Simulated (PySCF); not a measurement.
An unknown shows these calculated signals:

1H NMR (500 MHz, computed): δ 4.16 (q, 2H), 4.01 (m, 2H), 3.80 (m, 1H), 3.78 (m, 2H), 0.32 (t, 3H), 0.21 (br s, 1H).

13C{1H} NMR (computed): δ 244.3 (C), 53.5 (CH), 49.2 (CH2), -6.4 (CH3).

Calculated, not measured (PySCF): σ from GIAO-PBE0/pcSseg-1, GFN2-xTB structure. No solvent model, fast rotation and ring inversion assumed for equivalent nuclei, relativity neglected, one conformer.

Chemical shifts δ = σref − σ; TMS for 1H (σref 31.72) and 13C (σref 186.93), all at this level.

Question: Which of these does the molecule contain: an aldehyde, an NH or NH2 group, a Si–H bond, a heteroaromatic ring, an OH group, a Si–CH3 group?

Answer: 
- An aldehyde: no.
- An NH or NH2 group: yes (δH 0.21 (br s)).
- A Si–H bond: yes (δH 4.16 (q)).
- A heteroaromatic ring: no.
- An OH group: no.
- A Si–CH3 group: yes (δC -6.4; δH 0.32 (t)).

The data belong to `C[SiH2]C(=O)C1CNC1`, C₅H₁₁NOSi; they needn't prove each group on their own.

Carbon signals by region: 1 in the far downfield region (above 160 ppm), 1 at 50–100 ppm, 2 below 50 ppm. Above 160 ppm: 244.3, carbonyl carbon.

OH/NH shifts are gas-phase values; hydrogen bonding in solution moves them, usually downfield. Shifts are as computed. Against solution values, carbons near 30 ppm lie about +3 ppm off and those near 130 ppm about +5 ppm. Of 1309 compounds with measured shifts, 239 miss one by over three times the rms of a fit or turn the order of signals round; such compounds aren't used in these exercises. Multiplicities follow the n + 1 count of equivalent neighbours, as no J values were calculated; m marks all less simple cases, F and P coupling included.
